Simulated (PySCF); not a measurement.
**How methods differ on the excitation energy of Pt**

Pt [Xe] 4f14 5d9 6s1 (3D) → Pt [Xe] 4f14 5d9 6p1 (high-spin determinant), as a difference of total energies. Calculation: PySCF 2.14, in aug-cc-pVTZ-PP with one added diffuse shell each of s, p, d, f, g type with ECP60MDF (7s7p6d4f3g, 113 functions); a scalar-relativistic core potential. Correlated levels: valence: 5s2 5p6 frozen. The calculations carry no spin-orbit coupling.

```
           method  excitation energy (cm⁻¹)
              UHF                     32269
              LDA                     40390
              PBE                     38624
             PBE0                     37631
           r2SCAN                     39196
           PBEsol                     39261
              M06                     38278
            TPSSh                     38203
    MP2 (valence)                     38655
SCS-MP2 (valence)                     37890
```

The determinant of the upper state mixes LS terms, which raises its energy above the lowest term, most at the Hartree-Fock and MP2 levels.
